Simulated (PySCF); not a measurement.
## Computed beside measured shifts: C12H8B2O4

System: C12H8B2O4 (measured compound), SMILES c1ccc2c(c1)OB(B1Oc3ccccc3O1)O2.

Atom-mapped SMILES (hydrogens are numbered by the atom that bears them): [cH:1]1[cH:2][cH:3][c:4]2[c:5]([cH:6]1)[O:7][B:8]([B:9]1[O:10][c:11]3[cH:12][cH:13][cH:14][cH:15][c:16]3[O:17]1)[O:18]2

Computed with GIAO PBE0/pcSseg-1, IEF-PCM chloroform, PySCF SCF with an in-house response code, fitting set def2-universal-JFIT up to Ne and JKFIT beyond, grid level 2, non-relativistic, geometry: PBE0-D3(BJ)/def2-SVP.

One optimised conformer. Values are averaged over the atoms that symmetry or fast rotation interchanges, on this one geometry and without vibrational averaging. Shifts are the reference shielding less the shielding here, at the same level (11B against isolated BF3·OEt2; 13C, 1H against isolated TMS; 17O against isolated H2O); nuclei without a reference have shieldings only.

**Question.** What shifts does this level give for B8/9, and how do they compare with measurement?

**Answer.** 
```csv
atom,nucleus,computed / ppm,measured / ppm,computed less measured,measured against,medium of the measurement
B8/9,11B,28.4,30.7,-2.3,BF3.OEt2,CH2Cl2
```

Measured values: H. S. Rzepa et al., J. Org. Chem. 2018, An accessible method for DFT calculation of 11B NMR shifts.
